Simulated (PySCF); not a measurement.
# TiSI2: fields on a plane

These are results of B3LYP/[Ti def2-SVP, S def2-SVP, I def2-SVP with ECP28], scalar-relativistic core potentials, density fitting, no spin–orbit coupling, PySCF, not measurements.

The singlet minimum has Ti–I 2.586 Å (×2), Ti–S 2.040 Å; I–Ti–I 125.9°, I–Ti–S 115.8° (×2).

The plane holds Ti1 at (0.00, 0.00), S2 at (2.04, 0.00), I3 at (-1.13, 2.33) Å. Columns run from x = -3.15 to 4.35 Å, rows from y = 4.65 (top) to -1.95 Å, in steps of 0.3 Å. Other isomers or separated fragments may lie lower. Core electrons replaced by a potential are absent, the electrostatic potential uses the reduced nuclear charge, and values within about 0.7 Å of such atoms have no physical meaning.

Q: Give the electron density (e/Å³) (cut at 5 e/Å³). Lower edges of the bins (e/Å³): '0' 0.000, '1' 0.030, '2' 0.076, '3' 0.151, '4' 0.268, '5' 0.455, '6' 0.750, '7' 1.218, '8' 1.960, '9' 3.136; top 5.00.

A: 
```
00000000000000000000000000
00000000000000000000000000
00000111110000000000000000
00011233321100000000000000
00123445443110000000000000
01234567654210000000000000
01245799965321000000000000
01346999985421000000000000
01357998985421000000000000
01346999975421100000000000
01245688765321111111000000
01134556554322222222110000
00123344444433334443211000
00012233457754456665421000
00001123589986567876532100
00001123799997679997642100
00001123799997679997642100
00001123589986567876532100
00011233457754456665421000
00112344444433334443211000
00123455544322222222110000
01234566654321111111000000
01235677754321000000000000
```

Q: Give the lowest empty orbital (Å^-3/2) at -4.18 eV (cut at ±0.3; overall sign arbitrary). Lower edges of the bins (Å^-3/2): '0' -0.300, '1' -0.263, '2' -0.225, '3' -0.188, '4' -0.150, '5' -0.113, '6' -0.075, '7' -0.038, '8' -0.001, '9' 0.037; top 0.07.

A: 
```
87777777888888888888888888
77777777788888888888888888
77777777778888888888888888
77777777778888888888888888
77777777788888888888888888
77777777788888888888888888
77776778788888888888888888
77777798788888888888888888
77777788788888888888888888
77777788888888888888888888
88777777777777888888877888
88887777766667788877777778
88888877643346778777777778
88888876400014677776677777
88888876200003677766667777
88888875100001577885567777
88888875100001577786567777
88888876200002677776667777
88888876410014677777777777
88888877643346778777777778
88888887766667788887777788
88888888877778888888888888
88888888888888888888888888
```
